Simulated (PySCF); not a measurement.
# MOCl across group 3

Level: PBE0, basis family def2-TZVP, scalar-relativistic core potentials from Rb on and no relativity for lighter atoms.

Each entry is the lowest minimum that a search over a few typed start shapes (and spin states, where more than one is plausible) found, or that minimum re-optimised at the stated level; isomers with ligand–ligand bonds, or fragments after loss of a ligand pair, can lie lower. Open shells are unrestricted; no spin–orbit coupling; PySCF with density fitting.

| molecule | 2S+1 | point group | mean bond to the central atom (Å) | distinct angles (°) | dipole (D) | highest ω (cm⁻¹) | gap (eV) |
| --- | --- | --- | --- | --- | --- | --- | --- |
| ScOCl | 1 | Cs | 2.009 | 126 | 6.05 | 1006 | 5.35 |
| YOCl | 1 | Cs | 2.150 | 118 | 7.50 | 876 | 4.58 |
| LaOCl | ? | ? | ? | ? | ? | ? | ? |

Fill in the row of LaOCl.

2S+1: 1; point group: Cs; mean bond to the central atom (Å): 2.291; distinct angles (°): 113; dipole (D): 8.04; highest ω (cm⁻¹): 804; gap (eV): 4.81.

Left out of the table are members whose search was unfinished or whose lowest solution was spin-contaminated, unstable, very soft or bonded differently.
